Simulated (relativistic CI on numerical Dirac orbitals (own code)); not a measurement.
## What each ingredient does to the levels of Cs50+

Base calculation: Dirac-Coulomb-Breit CI, orbitals from a KLI potential per configuration, model QED, unscaled Slater integrals.

Configurations in the expansion (outside the closed core 1s2): 2s²2p, 2s2p², 2p³, 2p²3s, 2p²3p, 2p²3d, 2s²3s, 2s²3p, 2s²3d, 2s2p3s, 2s2p3p, 2s2p3d, 2s²4s, 2s²4p, 2s²4d, 2s²4f. Levels of other configurations are missing.

Variants: (1) valence Slater integrals scaled by 0.9; (2) QED terms removed; (3) only the first 3 configurations. Shifts of the energy above 2s²2p ²P°1/2, in eV, for the lowest level and the first level of each name with at least 55 % of one term (blank where a level changes its place among those of its configuration and J or its character, or is not in the variant):

| Level | Base | Δ(1) | Δ(2) | Δ(3) |
| --- | --- | --- | --- | --- |
| 2s²2p ²P°1/2 | 0.00 | 0.00 | 0.00 | 0.00 |
| 2s2p² ⁴P1/2 | 168.14 | -0.19 | +6.65 | -0.13 |
| 2s²2p ²P°3/2 | 388.53 | +0.61 | -0.49 | +0.01 |
| 2s2p² ⁴P3/2 | 505.32 | +4.51 | +6.01 | -0.30 |
| 2s2p² ²D5/2 | 538.05 | +1.00 | +6.01 | -0.06 |
| 2s2p² ²P1/2 | 589.88 | -4.43 | +6.05 | +0.27 |
| 2s2p² ²D3/2 | 589.92 | -4.10 | +6.03 | +0.29 |
| 2s2p² ⁴P5/2 | 912.36 | +2.22 | +5.38 | -0.12 |
| 2s2p² ²S1/2 | 988.52 | -5.03 | +5.40 | -0.13 |
| 2s2p² ²P3/2 | 989.75 | -5.41 | +5.41 | +0.37 |
| 2p³ ²D°5/2 | 1145.55 | -0.63 | +12.09 | +0.12 |
| 2p³ ²P°1/2 | 1185.15 | -4.38 | +12.06 | +0.04 |
| 2s²3s ²S1/2 | 5398.12 | +1.44 | -1.66 |  |
| 2s²3p ²P°1/2 | 5456.30 | +1.61 | +0.40 |  |

At this charge energies of transitions that change n are usually good to better than 1 %, and those within a shell (Δn = 0) to a few per cent.

Ionisation energy from the two ground configurations alone: base 9627.76 eV. The NIST ASD value (theoretical) is 9629 eV.

LS names give the leading component of a level, which can be under half, so a name can repeat, a term be missing and a line seem to break the LS rules.
